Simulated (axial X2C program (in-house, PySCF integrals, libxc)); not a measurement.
**Ω levels of BrVBr⁺ from open-shell CI on d2 s0 p(π)0**

Calculated with an axial X2C code built on PySCF integrals: two-component X2C with atomic mean-field Coulomb and Gaunt terms, basis Br dyall-v3z, V dyall-v3z (cores contracted in-house). Orbitals come from Hartree–Fock averaged over the configuration V d2 s0 p(π)0; CI then distributes these electrons over the d, s, p(π) shells of V.

Br–V–Br held linear, both bonds 2.301 Å (near the minimum of the configuration average).

Active spinors (ω > 0):

```
shell    ω  ε (eV)                  character
    d  3/2   -8.53                   100% V d
    d  5/2   -8.51                   100% V d
    d  1/2   -8.04   82% V d, 9% V s, 8% Br p
    d  3/2   -7.97          88% V d, 10% Br p
    d  1/2   -7.94   88% V d, 8% Br p, 3% V s
    s  1/2   -3.44  69% V s, 19% V d, 6% Br p
 p(π)  1/2   -1.23                    94% V p
 p(π)  3/2   -1.22                    94% V p
```

Lowest levels of this model:

```
Ω  energy (cm⁻¹)     g∥  configuration
2              0   2.00        100% d2
0            416   0.00        100% d2
1            439   4.00        100% d2
3            571   6.00        100% d2
4           1142  10.00        100% d2
1           2904   0.01        100% d2
2           3036   4.03        100% d2
3           3180   8.00        100% d2
2           3561   5.97        100% d2
1           3726   1.99        100% d2
0           3910   0.00        100% d2
0           3927   0.00        100% d2
0           9678   0.00        100% d2
4          10222   8.00        100% d2
1          12739   2.01        100% d2
0          15981   0.00        100% d2
1          15998   4.00        100% d2
2          16224   4.00        100% d2
3          18596   6.00        100% d2
0          22656   0.00        100% d2
0          22661   0.00        100% d2
1          23004   2.00        100% d2
2          23402   6.00        100% d2
```

g∥ is the magnitude of 2⟨Lz + ge Sz⟩ for the +Ω component.

Q: From Ω and g∥ of the lowest level, whose 2⟨Lz + ge Sz⟩ is positive, find ⟨Sz⟩ and ⟨Lz⟩ (ge = 2.0023).

A: Ω = ⟨Lz⟩ + ⟨Sz⟩ = 2 and ⟨Lz⟩ + ge⟨Sz⟩ = 1.000, so ⟨Sz⟩ = -1.00 and ⟨Lz⟩ = 3.00.

Occupations of the active spinors in the lowest level by ω, shell by shell in order of energy: -5/2: 0.00; -3/2: 0.00 0.00 0.00; -1/2: 0.00 0.00 0.00 0.00; 1/2: 0.31 0.69 0.00 0.00; 3/2: 1.00 0.00 0.00; 5/2: 0.00. The leading determinant has weight 0.69 among 16.

This point took 5 s on 1 thread of Intel(R) Xeon(R) Platinum 8488C (Sapphire Rapids) (shared host).

There is no dynamic correlation: spin–orbit spacings and, for f shells, spacings inside one term are the most reliable numbers, splittings between terms come out too wide, and energies between configurations are not reliable, so the lowest level need not be the ground state of the molecule. For d shells the ligand-field splittings (σ, π, δ) and their order can be off by a thousand cm⁻¹ or more. At most 6 roots were kept for each Ω > 0 (twice that for Ω = 0) within 3.2 eV of the lowest, so higher up levels can be missing between those listed; levels with Ω > 0 are doubly degenerate and listed once, Ω = 0 levels singly. Some active spinors are only partly of the character that their shell is named for, so the shell names and counts are nominal. States that fill the shells left empty in the average are placed too high. The molecule was held linear; bending was not examined.
